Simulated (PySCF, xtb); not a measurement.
Sn(F)2(OH)(OEt) (C₂H₆F₂O₂Sn), SMILES [Sn]([F])([F])([O]CC)[OH].

xtb 6.7.1 with GFN2-xTB at its own geometry gives an orbital gap of 3.34 eV and a dipole moment of 2.61 D.

Geometry optimised at PBE0-D3(BJ)/def2-SVP. The def2 effective core potentials stand for the cores of Sn; spin–orbit coupling is left out. Other conformers were not sampled.

### Question
What does r2SCAN/def2-TZVP run with PySCF give? (The exact figures need the calculation; the answer reports its results.)

### Answer
gap 4.03 eV (levels -7.38 and -3.35 eV), dipole 1.04 D.
